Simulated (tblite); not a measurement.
Record of a relaxation.

Species: C4H7GeO (doublet state).
Numbering: `[CH2:1][C@H:2]1[O:3][CH:4]=[CH:5][GeH2:6]1` (hydrogens: H7, H8 on C1; H9 on C2; H10 on C4; H11 on C5; H12, H13 on Ge6)
Bond orders are those of one Lewis drawing.

Computed with GFN2-xTB (tblite), gas phase: L-BFGS steps from a force-field or distance-geometry start until the largest atomic force falls under 0.01 eV/Å. 12 of its 95 geometries are shown.

Step 0: E = -488.5418 eV, largest atomic force 4.226 eV/Å
```
atom  x, y, z in Å  |  force x, y, z in eV/Å
C1      1.519   -0.400    0.953    0.730   1.353  -1.028
C2      0.911   -0.501   -0.429    0.786   1.715   1.490
O3     -0.148   -1.375   -0.351   -0.857  -4.086  -0.657
C4     -1.338   -1.013    0.141   -0.892  -0.276   0.768
C5     -1.654    0.261    0.124   -0.216   1.911  -0.224
Ge6    -0.134    1.149   -0.725   -0.355   1.128   0.144
H7      1.230    0.543    1.465    0.175  -1.103   0.212
H8      2.565   -0.688    1.048   -0.375   0.042   0.155
H9      1.642   -0.688   -1.231   -0.513  -0.848   0.366
H10    -2.067   -1.745    0.597    1.405   0.155  -0.788
H11    -2.560    0.735    0.471    0.114  -0.381  -0.004
H12     0.413    2.299    0.108   -0.065   0.091  -0.346
H13    -0.382    1.423   -2.189    0.064   0.301  -0.088
```

Step 9: E = -489.3823 eV, largest atomic force 0.358 eV/Å
```
atom  x, y, z in Å  |  force x, y, z in eV/Å
C1      1.638   -0.202    0.831    0.035  -0.147  -0.003
C2      0.889   -0.458   -0.393    0.068  -0.038  -0.051
O3     -0.151   -1.458   -0.244   -0.111  -0.277   0.198
C4     -1.346   -0.994    0.145    0.153  -0.037   0.179
C5     -1.653    0.302    0.105   -0.035   0.112  -0.027
Ge6    -0.164    1.222   -0.746   -0.104   0.074  -0.031
H7      1.203    0.379    1.628   -0.114  -0.154  -0.004
H8      2.558   -0.710    1.036    0.195   0.041  -0.043
H9      1.514   -0.892   -1.177    0.074   0.209   0.029
H10    -1.974   -1.796    0.515   -0.057   0.076  -0.032
H11    -2.588    0.673    0.479   -0.066   0.034  -0.148
H12     0.425    2.383    0.016   -0.027  -0.011  -0.139
H13    -0.356    1.553   -2.214   -0.010   0.118   0.072
```

Step 17: E = -489.4698 eV, largest atomic force 0.356 eV/Å
```
atom  x, y, z in Å  |  force x, y, z in eV/Å
C1      1.682   -0.218    0.823   -0.031   0.000   0.098
C2      0.886   -0.481   -0.365    0.262   0.205  -0.074
O3     -0.123   -1.464   -0.096   -0.227  -0.267  -0.062
C4     -1.336   -0.985    0.200    0.062  -0.095   0.044
C5     -1.659    0.303    0.092   -0.082   0.201  -0.121
Ge6    -0.175    1.218   -0.757    0.046   0.142  -0.043
H7      1.155    0.166    1.678    0.019  -0.079   0.164
H8      2.652   -0.646    0.977    0.083   0.124  -0.108
H9      1.494   -0.868   -1.181   -0.042  -0.067  -0.071
H10    -2.002   -1.771    0.533    0.007  -0.013   0.106
H11    -2.635    0.658    0.358   -0.056   0.046  -0.092
H12     0.426    2.421   -0.080    0.010  -0.050   0.126
H13    -0.370    1.667   -2.200   -0.050  -0.145   0.031
```

Step 26: E = -489.5614 eV, largest atomic force 0.408 eV/Å
```
atom  x, y, z in Å  |  force x, y, z in eV/Å
C1      1.703   -0.276    0.853    0.030   0.029   0.228
C2      0.890   -0.493   -0.325    0.074   0.043   0.080
O3     -0.136   -1.445   -0.036   -0.136  -0.114   0.090
C4     -1.348   -0.946    0.234   -0.097  -0.062  -0.063
C5     -1.693    0.319   -0.008   -0.027   0.141   0.044
Ge6    -0.167    1.238   -0.759    0.039   0.003  -0.141
H7      1.200   -0.189    1.812    0.215  -0.075  -0.338
H8      2.774   -0.392    0.840   -0.147   0.129  -0.034
H9      1.452   -0.865   -1.184    0.012   0.013   0.080
H10    -2.003   -1.701    0.650   -0.030  -0.035  -0.065
H11    -2.693    0.681    0.141    0.041  -0.029   0.103
H12     0.436    2.418   -0.032   -0.090  -0.067  -0.007
H13    -0.418    1.650   -2.204    0.117   0.024   0.024
```

Step 34: E = -489.6121 eV, largest atomic force 0.158 eV/Å
```
atom  x, y, z in Å  |  force x, y, z in eV/Å
C1      1.734   -0.295    0.861   -0.052  -0.061   0.075
C2      0.880   -0.524   -0.275   -0.036   0.045  -0.039
O3     -0.167   -1.442    0.027   -0.002  -0.144   0.064
C4     -1.389   -0.927    0.240    0.050  -0.099  -0.078
C5     -1.710    0.335   -0.041   -0.032   0.033   0.025
Ge6    -0.168    1.222   -0.788    0.109  -0.043   0.025
H7      1.329   -0.407    1.851    0.055   0.049  -0.066
H8      2.789   -0.140    0.740   -0.045   0.058  -0.018
H9      1.433   -0.895   -1.143   -0.091  -0.016   0.005
H10    -2.069   -1.675    0.633    0.057   0.036  -0.014
H11    -2.704    0.706    0.116   -0.048   0.036   0.004
H12     0.375    2.382   -0.003    0.008   0.097   0.010
H13    -0.337    1.660   -2.235    0.027   0.008   0.006
```

Step 43: E = -489.6243 eV, largest atomic force 0.041 eV/Å
```
atom  x, y, z in Å  |  force x, y, z in eV/Å
C1      1.743   -0.329    0.858    0.040  -0.006   0.006
C2      0.867   -0.550   -0.259   -0.026   0.028  -0.008
O3     -0.179   -1.462    0.054    0.014   0.008   0.000
C4     -1.399   -0.935    0.233   -0.001  -0.001  -0.008
C5     -1.707    0.333   -0.048   -0.010   0.006   0.019
Ge6    -0.149    1.220   -0.767    0.012  -0.015  -0.022
H7      1.378   -0.442    1.860   -0.002   0.013  -0.016
H8      2.758   -0.023    0.695    0.004   0.007   0.007
H9      1.391   -0.914   -1.147   -0.004  -0.028   0.000
H10    -2.090   -1.674    0.620   -0.008  -0.008  -0.004
H11    -2.697    0.716    0.100   -0.039   0.000  -0.006
H12     0.361    2.411    0.004    0.014   0.005   0.025
H13    -0.281    1.651   -2.221    0.007  -0.008   0.009
```

Step 51: E = -489.6252 eV, largest atomic force 0.019 eV/Å
```
atom  x, y, z in Å  |  force x, y, z in eV/Å
C1      1.751   -0.333    0.853   -0.002   0.010   0.009
C2      0.867   -0.549   -0.261   -0.015   0.003   0.003
O3     -0.180   -1.459    0.059    0.004   0.002   0.008
C4     -1.402   -0.935    0.232   -0.002   0.003   0.006
C5     -1.711    0.334   -0.043    0.003  -0.008  -0.017
Ge6    -0.150    1.219   -0.760    0.009  -0.004  -0.011
H7      1.381   -0.432    1.855    0.007   0.007   0.000
H8      2.761   -0.011    0.693   -0.002  -0.008  -0.015
H9      1.384   -0.923   -1.149   -0.005   0.007  -0.001
H10    -2.093   -1.675    0.614   -0.006  -0.007  -0.002
H11    -2.706    0.712    0.094   -0.002  -0.003   0.001
H12     0.366    2.407    0.012    0.008   0.000   0.014
H13    -0.271    1.645   -2.216    0.003   0.000   0.005
```

Step 60: E = -489.6260 eV, largest atomic force 0.019 eV/Å
```
atom  x, y, z in Å  |  force x, y, z in eV/Å
C1      1.756   -0.324    0.848   -0.007  -0.004   0.006
C2      0.860   -0.545   -0.258   -0.002  -0.009  -0.004
O3     -0.182   -1.458    0.075   -0.008   0.005   0.001
C4     -1.407   -0.938    0.232   -0.006   0.011   0.004
C5     -1.717    0.329   -0.051   -0.003   0.007  -0.005
Ge6    -0.151    1.218   -0.752    0.005  -0.006   0.001
H7      1.394   -0.414    1.853    0.018   0.006   0.002
H8      2.765   -0.009    0.672    0.004  -0.006   0.003
H9      1.371   -0.923   -1.147    0.007  -0.008  -0.008
H10    -2.102   -1.679    0.607    0.010  -0.006   0.003
H11    -2.714    0.706    0.079   -0.008  -0.005  -0.006
H12     0.377    2.393    0.031   -0.011   0.006   0.000
H13    -0.254    1.644   -2.208    0.001   0.010   0.003
```

Step 68: E = -489.6265 eV, largest atomic force 0.026 eV/Å
```
atom  x, y, z in Å  |  force x, y, z in eV/Å
C1      1.764   -0.323    0.844    0.004  -0.009   0.005
C2      0.858   -0.547   -0.251   -0.004   0.012  -0.006
O3     -0.184   -1.455    0.091   -0.009   0.006   0.018
C4     -1.412   -0.937    0.236   -0.009   0.000  -0.014
C5     -1.726    0.327   -0.061    0.010   0.005  -0.008
Ge6    -0.153    1.217   -0.749   -0.002  -0.007   0.024
H7      1.417   -0.404    1.855   -0.002   0.002  -0.002
H8      2.773   -0.016    0.653    0.011  -0.003   0.003
H9      1.362   -0.930   -1.143    0.000  -0.003  -0.010
H10    -2.106   -1.680    0.610    0.000   0.008   0.003
H11    -2.727    0.700    0.053    0.023  -0.012   0.001
H12     0.371    2.390    0.043   -0.016   0.000   0.007
H13    -0.241    1.659   -2.199   -0.006   0.001  -0.021
```

Step 77: E = -489.6272 eV, largest atomic force 0.033 eV/Å
```
atom  x, y, z in Å  |  force x, y, z in eV/Å
C1      1.783   -0.330    0.837    0.004   0.007   0.018
C2      0.856   -0.549   -0.241   -0.001   0.006   0.003
O3     -0.185   -1.448    0.124   -0.008   0.007  -0.006
C4     -1.417   -0.935    0.238   -0.004   0.006   0.001
C5     -1.733    0.322   -0.082   -0.002   0.002  -0.001
Ge6    -0.154    1.220   -0.744   -0.005  -0.017   0.028
H7      1.447   -0.389    1.854    0.000  -0.005  -0.010
H8      2.793   -0.034    0.632    0.002  -0.006  -0.007
H9      1.342   -0.938   -1.141   -0.004   0.000  -0.004
H10    -2.115   -1.673    0.615    0.010  -0.001  -0.004
H11    -2.737    0.690    0.012    0.008  -0.001  -0.001
H12     0.344    2.390    0.070   -0.007   0.004  -0.005
H13    -0.228    1.675   -2.191    0.006  -0.003  -0.013
```

Step 85: E = -489.6276 eV, largest atomic force 0.021 eV/Å
```
atom  x, y, z in Å  |  force x, y, z in eV/Å
C1      1.796   -0.329    0.832    0.009   0.001  -0.007
C2      0.853   -0.543   -0.234    0.006  -0.008   0.005
O3     -0.187   -1.440    0.146   -0.001  -0.007   0.002
C4     -1.422   -0.934    0.239   -0.005  -0.003  -0.001
C5     -1.740    0.320   -0.094   -0.010  -0.001   0.002
Ge6    -0.157    1.221   -0.734    0.002   0.007   0.003
H7      1.471   -0.381    1.853    0.006  -0.003   0.002
H8      2.808   -0.052    0.610   -0.005  -0.004   0.008
H9      1.325   -0.939   -1.139    0.005   0.015  -0.005
H10    -2.119   -1.674    0.613   -0.006  -0.001   0.005
H11    -2.746    0.685   -0.014   -0.013  -0.004   0.002
H12     0.318    2.396    0.084    0.009   0.012   0.006
H13    -0.204    1.672   -2.182    0.003  -0.004  -0.020
```

Step 94: E = -489.6280 eV, largest atomic force 0.008 eV/Å
```
atom  x, y, z in Å  |  force x, y, z in eV/Å
C1      1.810   -0.335    0.830    0.001   0.001  -0.007
C2      0.850   -0.534   -0.224    0.003   0.001   0.000
O3     -0.188   -1.431    0.165    0.005  -0.004   0.002
C4     -1.428   -0.932    0.240    0.003   0.000   0.002
C5     -1.751    0.317   -0.105   -0.003   0.001  -0.001
Ge6    -0.163    1.228   -0.725    0.004   0.004  -0.001
H7      1.499   -0.390    1.854    0.004  -0.002   0.001
H8      2.823   -0.072    0.596   -0.005  -0.001   0.004
H9      1.309   -0.926   -1.138    0.000   0.004   0.002
H10    -2.123   -1.673    0.614   -0.002   0.002  -0.003
H11    -2.760    0.675   -0.034   -0.004   0.005  -0.003
H12     0.295    2.414    0.090   -0.002  -0.006  -0.003
H13    -0.178    1.660   -2.180   -0.004  -0.004   0.006
```

Problem. Summarise the path.

Solution. The energy falls by 25.05 kcal/mol from step 0 to step 94; nine tenths of that is first reached at step 22. It falls at every step. The largest force goes from 4.226 to 0.008 eV/Å. Among the bonds C2–Ge6 changes most, from 1.975 to 2.093 Å; the atoms move by 0.470 Å rms after alignment.

Problem. Follow the three bonds and two angles with the largest change from start to end.

Solution. 
```csv
step,E above end (kcal/mol),largest force (eV/Å),C2–Ge6 (Å),C1–C2 (Å),C2–O3 (Å),O3–C4–H10 (°),H12–Ge6–H13 (°)
0,25.05,4.226,1.975,1.514,1.375,123.2,116.9
4,9.62,1.116,2.013,1.452,1.502,112.2,117.3
8,6.01,0.523,2.013,1.463,1.436,111.1,112.7
12,4.85,0.536,2.030,1.453,1.484,110.9,108.8
16,3.92,0.308,2.043,1.457,1.440,111.6,104.8
20,2.71,0.487,2.048,1.445,1.447,110.9,104.0
25,1.72,0.194,2.071,1.449,1.435,111.7,107.8
29,0.90,0.187,2.081,1.442,1.428,109.9,108.9
33,0.42,0.194,2.103,1.439,1.424,111.1,108.7
37,0.22,0.100,2.090,1.442,1.426,111.5,107.8
41,0.10,0.081,2.107,1.438,1.421,111.1,107.3
45,0.08,0.027,2.099,1.438,1.422,111.1,107.2
49,0.07,0.021,2.100,1.439,1.423,111.1,107.3
53,0.06,0.034,2.096,1.439,1.424,111.0,107.3
57,0.05,0.025,2.094,1.440,1.423,111.1,107.6
61,0.05,0.018,2.091,1.440,1.424,111.2,107.6
65,0.04,0.018,2.091,1.441,1.424,111.0,107.2
69,0.03,0.031,2.095,1.439,1.423,111.1,107.1
74,0.02,0.018,2.097,1.439,1.424,111.1,107.2
78,0.02,0.030,2.098,1.439,1.424,111.1,107.4
82,0.01,0.017,2.096,1.439,1.424,111.0,107.3
86,0.01,0.030,2.093,1.439,1.425,111.1,107.2
90,0.00,0.011,2.093,1.440,1.426,111.1,107.3
94,0.00,0.008,2.093,1.440,1.426,111.0,107.2
```

What follows is the cost of the whole relaxation. On one thread, Intel Xeon 6975P-C (x86_64), shared host with 192 logical CPUs at a one-minute load of 78, this took 0.35 s.
